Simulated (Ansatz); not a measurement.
Cost and result for the atomization energy of CH₇AlN₂O (12 atoms, 12 bonds).

Cartesian coordinates in Å:
```
N 0.749 1.240 0.113
C -0.608 1.071 0.817
Al -0.004 -0.605 0.055
N -0.740 -1.237 -1.436
O 1.151 -1.531 0.923
H 1.505 1.430 0.757
H 0.750 1.940 -0.616
H -1.354 1.690 0.322
H -0.537 1.354 1.864
H -0.332 -1.934 -2.036
H -1.631 -0.945 -1.800
H 1.052 -2.473 1.038
```

Charge 0, multiplicity 1. The bonds changed during the relaxation, so this is another structure than the one it started from. All single points use the PBE0-D4/def2-TZVP geometry. It is one conformer, not always the lowest. Program: Ansatz. All runs use 4 threads of an Arm Neoverse V2 on a shared host. Times are those of one run each, without the atoms' runs, and a repeat can differ threefold. Electronic energies, without spin–orbit coupling; frozen cores. CCSD(T)/CBS adds CCSD(T) − MP2 in def2-TZVPP to the MP2 limit, and its time is that of the two runs behind it. T1 = 0.010. B3LYP takes the VWN-RPA correlation (the form of Gaussian; ORCA's B3LYP/G).

CCSD(T)/CBS is a level of theory with its own doubt, some kJ/mol a heavy atom from the limit and from the frozen cores, so smaller differences don't rank the functionals.

| level | functions | wall time |
| --- | --- | --- |
| PBE-D4/def2-TZVPP (with forces) | 264 | 2.2 s |
| PBE0-D4/def2-TZVPP | 264 | 2.5 s |
| r2SCAN-D4/def2-TZVPP (with forces) | 264 | 3.6 s |
| B3LYP-D4/def2-TZVPP (with forces) | 264 | 3.8 s |
| B2PLYP/def2-TZVPP | 264 | 4.7 s |
| ωB97X-V/def2-TZVPP | 264 | 6.5 s |
| ωB97M-V/def2-TZVPP (with forces) | 264 | 9.5 s |
| MP2/def2-QZVPP | 508 | 28 s |
| CCSD(T)/def2-TZVPP | 264 | 2.6 min |
| CCSD(T)/CBS(def2) | – | 3.1 min |

Problem. What atomization energy does each give, and how far from CCSD(T)/CBS? (An estimate is asked.)

Solution. Computed: 
| level | atomization (kcal/mol) | difference from CCSD(T)/CBS | per bond |
| --- | --- | --- | --- |
| PBE-D4/def2-TZVPP (with forces) | 1056.9 | 14.4 | 1.2 |
| PBE0-D4/def2-TZVPP | 1033.8 | -8.7 | -0.7 |
| r2SCAN-D4/def2-TZVPP (with forces) | 1036.8 | -5.7 | -0.5 |
| B3LYP-D4/def2-TZVPP (with forces) | 1040.5 | -2.0 | -0.2 |
| B2PLYP/def2-TZVPP | 1028.9 | -13.6 | -1.1 |
| ωB97X-V/def2-TZVPP | 1042.8 | 0.3 | 0.0 |
| ωB97M-V/def2-TZVPP (with forces) | 1044.4 | 1.9 | 0.2 |
| MP2/def2-QZVPP | 1046.5 | 4.0 | 0.3 |
| CCSD(T)/def2-TZVPP | 1009.2 | -33.3 | -2.8 |
| CCSD(T)/CBS(def2) | 1042.5 | 0.0 | 0.0 |

In def2-TZVPP, CCSD(T) changes the Hartree–Fock value by +293.3 kcal/mol (the triples alone add +15.8 kcal/mol) and MP2 by +310.7 kcal/mol; breaking electron pairs costs correlation energy, which Hartree–Fock lacks. From PBE to PBE0 (25 % exact exchange), in def2-TZVPP and without D4, the atomization energy moves by −22.3 kcal/mol: exact exchange takes away binding that semilocal exchange gives to molecules. The D4 term adds +8.2 kcal/mol with B3LYP and +4.3 kcal/mol with PBE0; it sums over pairs of atoms, weighted by their polarisabilities, and B3LYP, whose exchange is more repulsive, gets the larger term.
